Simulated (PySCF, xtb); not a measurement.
CH5AlClN, SMILES [NH2][Al]([CH3])[Cl]. The values are those of a single conformer.

Harmonic wavenumbers (cm⁻¹) from GFN2-xTB run with xtb 6.7.1 at its own minimum, in rising order: 27, 125, 143, 209, 262, 427, 461, 479, 588, 599, 675, 812, 1290, 1446, 1456, 1482, 2949, 2958, 2974, 3411, 3449.

**Question.** What does B3LYP-D3(BJ)/def2-SVP run with PySCF 2.14.0 give at its own minimum? (An estimate is asked for; the answer gives what the named calculation found.)

**Answer.** 68, 158, 181, 201, 375, 438, 464, 607, 650, 664, 744, 859, 1222, 1427, 1430, 1524, 3022, 3107, 3118, 3572, 3658. Paired by order, the mean absolute difference is 72 cm⁻¹ and the zero-point energies are 37.5 and 39.3 kcal/mol.
